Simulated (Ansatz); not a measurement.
```yaml
crystal:
  periodic: [false, false, false]
  atoms:
    - {symbol: Si, position_ang: [-1.940517, 0.698919, 1.142524]}
    - {symbol: Ge, position_ang: [-0.352919, -1.323585, 0.991105]}
    - {symbol: Si, position_ang: [1.541188, -0.371733, -0.014254]}
    - {symbol: Ge, position_ang: [0.899304, 0.610066, -2.039017]}
    - {symbol: H, position_ang: [-1.545007, 1.582979, 1.955250]}
    - {symbol: H, position_ang: [-2.322160, 0.891179, -0.354807]}
    - {symbol: H, position_ang: [-3.373377, -0.172121, 1.765222]}
    - {symbol: H, position_ang: [0.100736, -1.908312, 2.532616]}
    - {symbol: H, position_ang: [-0.941160, -2.294017, 0.244334]}
    - {symbol: H, position_ang: [2.129066, 0.839792, 1.154336]}
    - {symbol: H, position_ang: [2.523442, -1.446376, -0.034789]}
    - {symbol: H, position_ang: [0.193335, 1.799225, -2.034611]}
    - {symbol: H, position_ang: [2.505127, 1.126111, -2.820433]}
    - {symbol: H, position_ang: [0.552216, -0.217380, -2.906566]}
basis:
  gaussian: {orbitals: STO-3G, fitting: {mean_field: def2-universal-jkfit}}
hamiltonian: {xc: {name: HSE06}}
relax: {f_tol: 0.0001, max_steps: 3}
output: {forces: true}
```

```sh
$ ansatz run in.yaml --threads 4 --pin off --events-out ev --progress --plain --max-ram 11315MiB
```

Q: How does Ansatz answer? (Best estimate.)

A: Computed: The calculation stopped without meeting its thresholds.
```
Functional definition: HSE06
968 factors; integrals over basis functions are off by at most 1.6e-2 eV
968 factors; integrals over basis functions are off by at most 1.8e-7 eV
mean field evaluation 1: about -127442.2219 eV, gradient 3.8e1 eV
mean field evaluation 2: about -127443.0955 eV, gradient 3.0e1 eV
mean field evaluation 4: about -127446.8679 eV, gradient 9.3e-1 eV
mean field evaluation 8: about -127446.8705 eV, gradient 1.1e-2 eV
mean field -127446.87050099 eV, -4683.5861043200 hartree, gradient 8.1e-5 eV, S^2 0.000000; 0 other end points of the search recorded, 0 dependent functions left out
reference -127446.87052866 eV, -4683.5861053366 hartree; 51, 51 occupied and 13, 13 virtual orbitals, 968 factors
relax step   1: F+E_penalty+E_count = -127446.87050099 eV  Δ(F+E_penalty+E_count) = +0.000e0 eV  max|allowed force component| = 1.126e1 eV/Å  Δτ_max = 0.0000 Å  (21 SCF iters, accepted)
968 factors; integrals over basis functions are off by at most 1.6e-2 eV
968 factors; integrals over basis functions are off by at most 1.8e-7 eV
mean field evaluation 16: about -127451.7925 eV, gradient 1.6e-2 eV
mean field -127451.78968311 eV, -4683.7668809286 hartree, gradient 2.6e-5 eV, S^2 0.000000; 0 other end points of the search recorded, 0 dependent functions left out
reference -127451.78971021 eV, -4683.7668819242 hartree; 51, 51 occupied and 13, 13 virtual orbitals, 968 factors
relax step   2: F+E_penalty+E_count = -127451.78968311 eV  Δ(F+E_penalty+E_count) = -4.919e0 eV  max|allowed force component| = 3.306e0 eV/Å  Δτ_max = 0.1990 Å  (25 SCF iters, accepted)
968 factors; integrals over basis functions are off by at most 1.6e-2 eV
968 factors; integrals over basis functions are off by at most 1.8e-7 eV
mean field -127452.87117212 eV, -4683.8066249165 hartree, gradient 2.2e-5 eV, S^2 0.000000; 0 other end points of the search recorded, 0 dependent functions left out
reference -127452.87119827 eV, -4683.8066258775 hartree; 51, 51 occupied and 13, 13 virtual orbitals, 968 factors
relax step   3: F+E_penalty+E_count = -127452.87117212 eV  Δ(F+E_penalty+E_count) = -1.081e0 eV  max|allowed force component| = 6.153e-1 eV/Å  Δτ_max = 0.1947 Å  (26 SCF iters, accepted)
Error: geometry relaxation did not converge after 3 steps: max|allowed force component| = 6.15e-1 eV/Å (threshold 1.0e-4). Raise `relax.max_steps` over both its present limit and 3, loosen `relax.f_tol`, or start from a geometry closer to equilibrium. Where this run's directory can be resumed (`checkpoint.write`), a resume goes on for up to `relax.max_steps` more
```

HSE06 is defined as in plane-wave codes.
